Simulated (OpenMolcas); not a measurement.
**How methods differ on BSiH4O2F (SMILES O[SiH2]B(O)F)**

BSiH4O2F: 9 atoms, total charge 0, spin state singlet. SMILES: `O[SiH2]B(O)F`. Geometry: relaxed at PBE0-D4/def2-TZVP. This is one conformer, not always the lowest.

```xyz
9

O     1.1525    0.6501    1.7030
Si    0.8376   -0.4398    0.5002
B    -0.7015    0.1940   -0.6709
O    -0.9680   -0.3816   -1.8590
F    -1.4885    1.1969   -0.2504
H     0.4010    1.0981    2.0929
H     2.0933   -0.5798   -0.2781
H     0.4933   -1.7816    1.0563
H    -1.7313   -0.0026   -2.3111
```

Each level gives the dipole moment (D). The values are calculated.

```json
{"level": "HF/def2-SVP", "kind": "Hartree–Fock", "program": "OpenMolcas", "value (D)": "2.61", "CPU time": "7.7 s"}
{"level": "BLYP/def2-SVP", "kind": "GGA", "program": "OpenMolcas", "value (D)": "2.53", "CPU time": "26 s"}
{"level": "PBE/def2-SVP", "kind": "GGA", "program": "OpenMolcas", "value (D)": "2.56", "CPU time": "27 s"}
{"level": "revPBE/def2-SVP", "kind": "GGA", "program": "OpenMolcas", "value (D)": "2.55", "CPU time": "27 s"}
{"level": "TPSS/def2-SVP", "kind": "meta-GGA", "program": "OpenMolcas", "value (D)": "2.56", "CPU time": "37 s"}
{"level": "B3LYP/def2-SVP", "kind": "global hybrid", "program": "OpenMolcas", "value (D)": "2.55", "CPU time": "28 s"}
{"level": "BHLYP/def2-SVP", "kind": "global hybrid", "program": "OpenMolcas", "value (D)": "2.56", "CPU time": "28 s"}
{"level": "PBE0/def2-SVP", "kind": "global hybrid", "program": "OpenMolcas", "value (D)": "2.57", "CPU time": "28 s"}
```

The values span 2.53 to 2.61 D. Magnitudes only. CPU times are rough (shared hosts, several kinds of processor and program).
